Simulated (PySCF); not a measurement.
## Where the electron goes

C2H4F2Se.
Geometry (PBE0-D3(BJ)/def2-SVP, Å), atoms numbered from 1 in this order:
```
atom  x, y, z in Å
F1    -2.0338    0.0910    0.2395
C2    -0.8072    0.3655   -0.2620
F3    -0.4544    1.5950    0.1757
C4     0.1736   -0.6644    0.2359
Se5    1.9694   -0.4275   -0.4781
H6    -0.8741    0.3960   -1.3635
H7    -0.1518   -1.6615   -0.0918
H8     0.1863   -0.6483    1.3351
H9     2.1518    0.8969    0.1333
```

Level of theory: TDDFT CAM-B3LYP/def2-SVPD, vertical, gas phase, core orbitals frozen in the response (PySCF). Relativistic effects, spin–orbit coupling among them, are left out although an element past zinc is present.

Frontier orbitals with the atoms that hold most of them (Löwdin shares over 4%, at most four atoms; ? is withheld):

| orbital | ε (eV) | atoms |
| --- | --- | --- |
| HOMO-3 | -12.40 | Se5 32%, C4 28%, H9 18%, H7 11% |
| HOMO-2 | -11.73 | F3 23%, C2 20%, F1 18%, C4 14% |
| HOMO-1 | -11.00 | ? |
| HOMO | ? | Se5 78%, C4 10%, H9 6% |
| LUMO | 0.49 | ? |
| LUMO+1 | 0.77 | Se5 66%, H9 15%, C4 8% |
| LUMO+2 | 1.49 | Se5 72%, H6 6%, H7 4% |

**Question.** Which atoms hold the LUMO, and with what shares?

**Answer.** Se5 (bonded to C and H) 64%; C4 (bonded to C, Se and 2 H) 11%; H9 (bonded to Se) 8%; H7 (bonded to C) 5%. By element: selenium 64%, hydrogen 13% or more, carbon 11% or more.

**Question.** Which atoms hold the HOMO-1, and with what shares?

**Answer.** Se5 (bonded to C and H) 57%; C4 (bonded to C, Se and 2 H) 18%; H9 (bonded to Se) 8%; F1 (bonded to C) 8%.

**Question.** What is the HOMO energy, and the HOMO–LUMO gap?

**Answer.** ε(HOMO) = -8.36 eV; the gap is 8.85 eV (0.3253 hartree).

**Question.** How does S1 compare with the orbital gap of 8.85 eV?

**Answer.** S1 is at 4.99 eV (f = 0.0012), 3.86 eV below the gap, made of HOMO→LUMO (86%). 

**Question.** Give energy, strength and leading configuration of S1 and S2, and follow the Löwdin shares of the leading atoms from the occupied to the empty orbital.

**Answer.** 
- S1 (4.99 eV, f 0.0012), HOMO→LUMO (86%): Se5 78% → 64%, C4 10% → 11%
- S2 (5.79 eV, f 0.036), HOMO→LUMO+1 (95%): Se5 78% → 66%, C4 10% → 8%, H9 6% → 15%

One conformer stands for the species.
